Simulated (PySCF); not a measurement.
## C₆ coefficients of unlike pairs at UHF

Calculated with PySCF 2.14 from the dipole response of each species, C₆(A,B) = (3/π) ∫ α_A(iu) α_B(iu) du, in atomic units, from isotropic polarisabilities. For ions this is the dispersion term alone; charge-induced terms of lower order in 1/R come first.

| species | configuration | basis | relativity | α (bohr³) | C₆ (like pair) |
| --- | --- | --- | --- | --- | --- |
| Ba | [Xe] 6s2 (1S) | aug-cc-pVQZ-X2C (10s9p7d4f2g) | spin-free X2C | 324.0 | 6880 |
| I²⁺ | [Kr] 4d10 5s2 5p3 (4S) | aug-cc-pVTZ-DK3 (8s7p5d2f) | spin-free X2C | 14.00 | 94.27 |
| Ca⁺ | [Ar] 4s1 (2S) | def2-QZVPPD (11s6p4d3f) | none | 98.26 | 783.5 |
| Au⁻ | [Xe] 4f14 5d10 6s2 (1S) | aug-cc-pVTZ-PP with one added diffuse shell each of s, p, d, f, g type with ECP60MDF (7s7p6d4f3g) | core potential | 196.8 | 2921 |

(1) Estimate C₆ for Au⁻ with I²⁺.

No spin-orbit coupling is included.

The other pairs:

```
    pair     C₆
 Au⁻, Ba   4448
Au⁻, Ca⁺   1510
 I²⁺, Ba  560.8
Ca⁺, I²⁺  203.9
 Ca⁺, Ba   2309
```

## Answers

(1) The integral gives 408.0. The combination rule 2 C_A C_B / (C_A α_B/α_A + C_B α_A/α_B) gives 359.3 and the geometric mean 524.7.
